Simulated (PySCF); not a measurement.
SbFCl2, SMILES [Cl][Sb]([F])[Cl]. Coordinates come from a B3LYP-D3(BJ)/def2-SVP optimisation. The def2 effective core potentials stand for the cores of Sb; spin–orbit coupling is left out.

Method: PySCF with B3LYP-D3(BJ)/def2-SVP.

Harmonic wavenumbers (cm⁻¹): 117, 157, 176, 362, 372, 631. Rotational constants (GHz): 2.727, 1.801, 1.383; symmetry number 1.

Work out the zero-point energy and the ideal-gas rigid-rotor harmonic-oscillator thermochemistry at 298.15 K and 1 atm.

ZPE = ½ Σ hcν = ½ × 1815 cm⁻¹ = 10.85 kJ/mol. H − E(el) = 28.02 kJ/mol. Entropy in J/(mol K): translation 175.53, rotation 118.20, vibration 44.75, total 338.48. G − E(el) = -72.89 kJ/mol. Cp = 74.05 J/(mol K). Modes under 150 cm⁻¹ make the vibrational entropy uncertain.
